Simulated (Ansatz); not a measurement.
F₂H₄O₂Si₂, SMILES `O[Si@H](F)[Si@@H](O)F`. Total charge 0; spin multiplicity 1.

```
atom   x (Å)   y (Å)   z (Å)
  O1   0.051  -1.960  -0.767
 Si2   0.516  -0.417  -1.059
  F3  -0.013   0.079  -2.487
 Si4  -0.412   0.989   0.592
  O5   0.445   0.963   1.984
  F6  -1.880   0.376   0.831
  H7  -0.874  -2.118  -0.566
  H8   1.994  -0.455  -1.122
  H9  -0.572   2.421   0.257
 H10   0.745   0.123   2.336
```

Give the diagnostics of a CCSD(T)/def2-TZVPP run (frozen core, Ansatz). (Estimate.)

The calculation gave: T1 = 0.0127, largest single amplitude 0.015, largest double 0.020, (T) share of the correlation energy 3.1 %, 9 CCSD cycles. The RHF solution is stable towards an unrestricted one. T1 lies under the customary mark of 0.02 for closed shells.
